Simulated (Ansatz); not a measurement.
Relaxation of V₄O₃ with RKS PBE-D4/def2-SVP.

```sh
$ ansatz run in.yaml --threads 4 --pin off --events-out ev --progress --plain --max-ram 4787MiB
```

```yaml
crystal:
  periodic: [false, false, false]
  atoms:
    - {symbol: V, position_ang: [-0.328600, -1.420990, 1.024580]}
    - {symbol: V, position_ang: [1.718800, 0.036770, -0.471650]}
    - {symbol: V, position_ang: [-1.039140, -0.030080, -1.448740]}
    - {symbol: V, position_ang: [-0.629740, 2.538110, 1.603980]}
    - {symbol: O, position_ang: [0.534600, 0.567790, -1.548140]}
    - {symbol: O, position_ang: [1.239660, -0.813100, 0.904110]}
    - {symbol: O, position_ang: [-1.495580, -0.878490, -0.064140]}
basis:
  gaussian: {orbitals: def2-SVP}
hamiltonian: {xc: pbe, dispersion: d4}
scf: {lower_state_search: "off"}
output: {orbitals: {seedname: orbitals}}
relax: {f_tol: 0.02, max_steps: 100}
```

Hardware: 4 threads of Arm Neoverse V2 on a shared host. Wall time 88 s, peak host memory 0.57 GiB.

Positions (Å) and forces (eV/Å) at steps 1, 2, 3, 4, 5, 6, 7, 8, 9, 10, 11, 12, 13, 14, 15, 16, 17 of 17:

```xyz
7
step=1 energy=-108838.4863 eV
V    -0.329   -1.421    1.025   -0.776   -1.675    2.109
V     1.719    0.037   -0.472    2.334    0.722   -0.346
V    -1.039   -0.030   -1.449   -1.543    0.744   -1.640
V    -0.630    2.538    1.604    0.252   -1.112   -0.683
O     0.535    0.568   -1.548    0.568    1.735   -1.796
O     1.240   -0.813    0.904    1.466   -0.088    1.819
O    -1.496   -0.878   -0.064   -2.301   -0.326    0.537
7
step=2 energy=-108839.2235 eV
V    -0.346   -1.428    1.074   -0.457   -0.187    0.598
V     1.746    0.071   -0.465    0.502    0.198    0.118
V    -1.067    0.020   -1.447   -0.136    0.652    0.005
V    -0.594    2.372    1.507    0.290   -1.387   -0.866
O     0.547    0.606   -1.580    0.329    1.131   -1.395
O     1.246   -0.779    0.949    1.010    0.119    1.087
O    -1.531   -0.861   -0.039   -1.538   -0.526    0.452
7
step=3 energy=-108839.9314 eV
V    -0.363   -1.416    1.116   -0.021    0.892   -0.452
V     1.760    0.093   -0.461   -1.240    0.188    0.126
V    -1.083    0.085   -1.417    0.995    0.664    1.839
V    -0.562    2.208    1.406    0.267   -1.750   -1.298
O     0.564    0.646   -1.616    0.667    0.811   -1.416
O     1.256   -0.746    0.994    0.625   -0.113    0.937
O    -1.572   -0.870   -0.022   -1.293   -0.694    0.265
7
step=4 energy=-108840.7798 eV
V    -0.375   -1.398    1.143    0.157    1.295   -1.020
V     1.754    0.115   -0.452   -1.964   -0.027    0.179
V    -1.084    0.164   -1.350    1.547    0.411    2.268
V    -0.538    2.050    1.293   -0.001   -0.994   -0.885
O     0.587    0.676   -1.657    0.574    0.442   -1.311
O     1.264   -0.722    1.032    0.606   -0.368    0.679
O    -1.608   -0.886   -0.007   -0.920   -0.760    0.092
7
step=5 energy=-108842.4964 eV
V    -0.380   -1.356    1.153    0.428    2.873   -1.181
V     1.700    0.138   -0.438   -3.407    0.438    0.908
V    -1.045    0.284   -1.202    1.780    1.266    3.512
V    -0.542    1.910    1.166    0.321   -2.869   -2.413
O     0.631    0.693   -1.747    0.388   -0.108   -0.875
O     1.292   -0.732    1.070    0.885   -0.815    0.505
O    -1.655   -0.937   -0.002   -0.395   -0.785   -0.457
7
step=6 energy=-108844.6818 eV
V    -0.384   -1.267    1.156    0.072    2.676   -1.567
V     1.614    0.176   -0.402   -3.060    0.406    0.632
V    -1.002    0.383   -1.063    1.543    1.209    3.483
V    -0.531    1.762    1.040    0.382   -3.218   -2.768
O     0.648    0.695   -1.809    0.262   -0.259   -0.040
O     1.334   -0.767    1.099    0.689   -0.380    0.403
O    -1.680   -0.980   -0.021    0.112   -0.433   -0.143
7
step=7 energy=-108846.7359 eV
V    -0.378   -1.176    1.125   -0.123    2.596   -1.738
V     1.525    0.199   -0.367   -2.633    0.537    0.498
V    -0.957    0.460   -0.924    0.781    1.280    2.808
V    -0.513    1.616    0.911    0.406   -2.904   -2.458
O     0.654    0.694   -1.837    0.300   -0.456    0.218
O     1.370   -0.786    1.127    0.952   -0.593    0.651
O    -1.702   -1.009   -0.036    0.316   -0.461    0.021
7
step=8 energy=-108848.1387 eV
V    -0.360   -1.041    1.063    0.130    1.079   -0.716
V     1.417    0.228   -0.312   -0.653    0.255    0.463
V    -0.939    0.536   -0.804   -1.362    0.250   -1.178
V    -0.487    1.465    0.789    0.715   -0.336    0.510
O     0.653    0.672   -1.841    0.103   -0.579    0.609
O     1.429   -0.826    1.161    0.512   -0.497    0.235
O    -1.711   -1.034   -0.057    0.554   -0.172    0.077
7
step=9 energy=-108848.7182 eV
V    -0.310   -0.874    1.016   -0.166    0.191   -0.150
V     1.327    0.269   -0.197   -0.162    0.212   -0.085
V    -1.074    0.620   -0.862    0.002   -0.828   -0.761
V    -0.427    1.416    0.785    0.312    0.986    1.336
O     0.605    0.558   -1.782   -0.432   -0.514    0.271
O     1.513   -0.931    1.171    0.002   -0.197   -0.165
O    -1.633   -1.058   -0.132    0.443    0.151   -0.445
7
step=10 energy=-108849.0277 eV
V    -0.311   -0.764    0.990    0.151   -0.550    0.719
V     1.259    0.322   -0.143    0.454    0.159    0.034
V    -1.111    0.647   -0.865    0.546   -1.044   -0.546
V    -0.370    1.483    0.908   -0.071    0.235    0.265
O     0.528    0.380   -1.761   -0.851   -0.001    0.340
O     1.522   -0.970    1.143   -0.496    0.172   -0.439
O    -1.517   -1.098   -0.273    0.267    1.029   -0.374
7
step=11 energy=-108849.0238 eV rejected
V    -0.296   -0.734    1.019   -0.240   -0.164    0.658
V     1.236    0.356   -0.103    0.545    0.396   -0.086
V    -1.099    0.607   -0.906   -0.664    1.374   -0.099
V    -0.343    1.493    0.985   -0.047    0.044   -0.037
O     0.400    0.249   -1.705    1.011    0.189   -1.025
O     1.498   -0.965    1.102    0.370   -0.305    0.253
O    -1.396   -1.007   -0.392   -0.974   -1.534    0.337
7
step=12 energy=-108849.1740 eV
V    -0.311   -0.766    1.041    0.104    0.407   -0.269
V     1.267    0.357   -0.124   -0.322    0.002    0.206
V    -1.095    0.611   -0.906    0.344   -0.301    0.229
V    -0.361    1.489    0.955    0.097   -0.071    0.031
O     0.465    0.323   -1.748    0.036    0.097   -0.131
O     1.506   -0.971    1.110   -0.097   -0.012   -0.103
O    -1.470   -1.043   -0.328   -0.162   -0.121    0.037
7
step=13 energy=-108849.2507 eV
V    -0.339   -0.728    1.063    0.031   -0.148   -0.014
V     1.266    0.406   -0.111    0.015   -0.058   -0.076
V    -1.041    0.527   -0.904    0.159   -0.263   -0.113
V    -0.347    1.500    0.967   -0.091    0.273    0.203
O     0.517    0.376   -1.775    0.082    0.092   -0.001
O     1.466   -0.996    1.041   -0.133    0.039   -0.140
O    -1.521   -1.084   -0.280   -0.064    0.064    0.142
7
step=14 energy=-108849.2982 eV
V    -0.370   -0.709    1.097   -0.090   -0.258    0.038
V     1.274    0.460   -0.107    0.194   -0.090   -0.162
V    -0.960    0.406   -0.919    0.041   -0.002    0.179
V    -0.361    1.534    0.991   -0.122   -0.117   -0.286
O     0.611    0.459   -1.815   -0.077   -0.046    0.382
O     1.414   -1.029    0.937   -0.266    0.227   -0.209
O    -1.608   -1.122   -0.184    0.320    0.285    0.059
7
step=15 energy=-108849.3202 eV
V    -0.377   -0.714    1.114   -0.019    0.018    0.046
V     1.290    0.468   -0.107    0.011    0.063   -0.003
V    -0.949    0.399   -0.907   -0.004    0.084    0.041
V    -0.384    1.528    0.955   -0.011    0.051    0.039
O     0.630    0.469   -1.790    0.012   -0.063   -0.076
O     1.390   -1.037    0.890    0.031   -0.062    0.009
O    -1.601   -1.113   -0.156   -0.020   -0.091   -0.056
7
step=16 energy=-108849.3219 eV
V    -0.377   -0.711    1.112   -0.002   -0.022    0.036
V     1.286    0.469   -0.107    0.043    0.005    0.005
V    -0.953    0.412   -0.901   -0.029   -0.007   -0.039
V    -0.383    1.536    0.965    0.001   -0.009   -0.009
O     0.623    0.451   -1.791   -0.006    0.015    0.005
O     1.390   -1.038    0.892   -0.001    0.004   -0.001
O    -1.588   -1.118   -0.170   -0.006    0.015    0.002
7
step=17 energy=-108849.3220 eV
V    -0.377   -0.712    1.114   -0.004   -0.004    0.001
V     1.288    0.470   -0.106    0.002    0.002   -0.005
V    -0.952    0.409   -0.903   -0.002    0.005    0.000
V    -0.383    1.534    0.963    0.000    0.001    0.002
O     0.625    0.455   -1.791    0.002   -0.002    0.000
O     1.390   -1.038    0.891    0.001    0.000    0.003
O    -1.590   -1.117   -0.167    0.001   -0.002    0.000
```

The restricted singlet is unstable towards broken spin symmetry at other levels; at PBE-D4/def2-SVP this wasn't settled. The relaxation made no stability test and no search for a lower SCF solution. No other spin state of charge 0 was run. Another isomer (singlet) lies 0.05 eV lower at PBE0-D4/def2-TZVP; other spin states weren't run for this one.
